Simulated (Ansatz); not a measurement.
Born–Oppenheimer molecular dynamics of Cl₂HIn (4 atoms, charge 0, multiplicity 1). It starts from a rough guess of a transition structure, not a stationary point.

Theory: UKS LDA/def2-SVP (Ansatz).

| Quantity | Value |
| --- | --- |
| ensemble | NVE (velocity Verlet) |
| time step | 0.5 fs |
| steps asked | 150 |
| starting velocities drawn for | 100 K |
| seed | 583532 |

Frames 1 fs apart, positions in Å, forces in eV/Å.

Velocities at 40.0 fs (Å/ps):

```
In -0.62 -0.20 0.09
Cl 1.12 0.27 -0.77
H -15.77 -6.95 -28.15
Cl 1.34 0.57 1.28
```

```xyz
4
Properties=species:S:1:pos:R:3:forces:R:3 time_fs=40.0 energy_less_start_eV=-0.044 T=270
In 1.482 0.421 -0.655 0.22 -0.04 -0.99
Cl -1.091 -0.503 -1.210 0.81 0.28 0.13
H -0.503 -0.140 0.306 -1.48 -0.60 -0.97
Cl 0.128 0.207 1.507 0.46 0.36 1.83
4
Properties=species:S:1:pos:R:3:forces:R:3 time_fs=41.0 energy_less_start_eV=-0.110 T=524
In 1.482 0.420 -0.655 0.24 -0.02 -0.88
Cl -1.090 -0.503 -1.210 0.73 0.26 0.13
H -0.526 -0.149 0.274 -1.27 -0.50 -0.64
Cl 0.130 0.208 1.509 0.30 0.26 1.38
4
Properties=species:S:1:pos:R:3:forces:R:3 time_fs=42.0 energy_less_start_eV=-0.178 T=787
In 1.481 0.420 -0.655 0.25 0.00 -0.72
Cl -1.088 -0.503 -1.211 0.60 0.21 0.09
H -0.560 -0.164 0.236 -1.03 -0.38 -0.33
Cl 0.131 0.208 1.511 0.18 0.17 0.96
4
Properties=species:S:1:pos:R:3:forces:R:3 time_fs=43.0 energy_less_start_eV=-0.235 T=1008
In 1.481 0.420 -0.655 0.25 0.02 -0.54
Cl -1.087 -0.502 -1.212 0.42 0.14 -0.03
H -0.605 -0.182 0.194 -0.79 -0.27 -0.06
Cl 0.133 0.209 1.513 0.12 0.11 0.62
4
Properties=species:S:1:pos:R:3:forces:R:3 time_fs=44.0 energy_less_start_eV=-0.272 T=1151
In 1.480 0.420 -0.655 0.24 0.04 -0.35
Cl -1.085 -0.502 -1.212 0.19 0.03 -0.29
H -0.657 -0.203 0.152 -0.53 -0.16 0.26
Cl 0.134 0.210 1.515 0.10 0.08 0.38
4
Properties=species:S:1:pos:R:3:forces:R:3 time_fs=45.0 energy_less_start_eV=-0.281 T=1182
In 1.480 0.420 -0.656 0.22 0.05 -0.16
Cl -1.083 -0.501 -1.213 -0.08 -0.11 -0.75
H -0.715 -0.225 0.112 -0.27 -0.02 0.69
Cl 0.136 0.211 1.518 0.13 0.07 0.22
4
Properties=species:S:1:pos:R:3:forces:R:3 time_fs=46.0 energy_less_start_eV=-0.258 T=1093
In 1.479 0.419 -0.656 0.19 0.06 0.00
Cl -1.082 -0.501 -1.214 -0.34 -0.27 -1.38
H -0.775 -0.247 0.079 -0.02 0.13 1.27
Cl 0.138 0.211 1.520 0.17 0.07 0.11
4
Properties=species:S:1:pos:R:3:forces:R:3 time_fs=47.0 energy_less_start_eV=-0.219 T=944
In 1.479 0.419 -0.656 0.15 0.06 0.13
Cl -1.080 -0.500 -1.216 -0.51 -0.40 -1.99
H -0.835 -0.269 0.058 0.17 0.26 1.82
Cl 0.139 0.212 1.523 0.19 0.07 0.04
4
Properties=species:S:1:pos:R:3:forces:R:3 time_fs=48.0 energy_less_start_eV=-0.196 T=860
In 1.478 0.419 -0.656 0.10 0.06 0.21
Cl -1.079 -0.500 -1.218 -0.55 -0.44 -2.25
H -0.893 -0.287 0.055 0.27 0.32 2.05
Cl 0.141 0.213 1.525 0.18 0.07 -0.01
4
Properties=species:S:1:pos:R:3:forces:R:3 time_fs=49.0 energy_less_start_eV=-0.210 T=913
In 1.478 0.419 -0.656 0.05 0.04 0.25
Cl -1.077 -0.500 -1.220 -0.49 -0.39 -1.96
H -0.949 -0.303 0.070 0.30 0.30 1.76
Cl 0.143 0.214 1.528 0.14 0.05 -0.05
4
Properties=species:S:1:pos:R:3:forces:R:3 time_fs=50.0 energy_less_start_eV=-0.239 T=1022
In 1.477 0.419 -0.656 0.00 0.03 0.25
Cl -1.076 -0.500 -1.223 -0.42 -0.28 -1.23
H -1.002 -0.316 0.103 0.36 0.23 1.05
Cl 0.144 0.215 1.530 0.06 0.02 -0.07
4
Properties=species:S:1:pos:R:3:forces:R:3 time_fs=51.0 energy_less_start_eV=-0.245 T=1045
In 1.477 0.419 -0.656 -0.05 0.01 0.23
Cl -1.075 -0.500 -1.226 -0.39 -0.17 -0.40
H -1.052 -0.327 0.145 0.49 0.18 0.25
Cl 0.146 0.216 1.533 -0.05 -0.02 -0.08
```

Of the whole run (75 fs, mean temperature of the second half 714 K): The conserved energy stayed within 0.29 meV per atom of its start (net change -0.043 meV per atom), so the integration is sound. The system heated up, since it started high on the potential surface and ran downhill. A run of 0.075 ps of so small a system gives no equilibrium averages. The orbitals stay closed-shell, which can raise the energy where a bond breaks towards radicals; this wasn't checked here.

The run took 3.3 min on 1 thread of Arm Neoverse V2, on a shared host, peak memory 0.12 GiB.
